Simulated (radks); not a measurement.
Results of a calculation; reference values are marked as such.
Task: These are the eigenvalues of the occupied orbitals of an atom or ion with whole-number occupations (eV). Level of theory: scalar-relativistic Kohn-Sham, LB94 model potential, spin-polarised, spherical densities, finite nucleus; Fermi nuclear charge, rms radius of each element as measured or else 0.836 A^(1/3) + 0.57 fm (a radial shooting solver on a logarithmic mesh with Libxc functionals).

orbital  eigenvalue
1s up     -3908.145

Which element is it, and in what charge state? The configuration may be excited. Open shells, if any, are filled with parallel spins first.

Result: Z = 17, chlorine, charge +16: Cl16+ in 1s1. The 1s level, -143.62 hartree, gives Z - s = 16.9 by -(Z - s)^2/2, which with screening and relativity narrows Z to a few neighbours, and with so few levels the electron count can be read from the list.
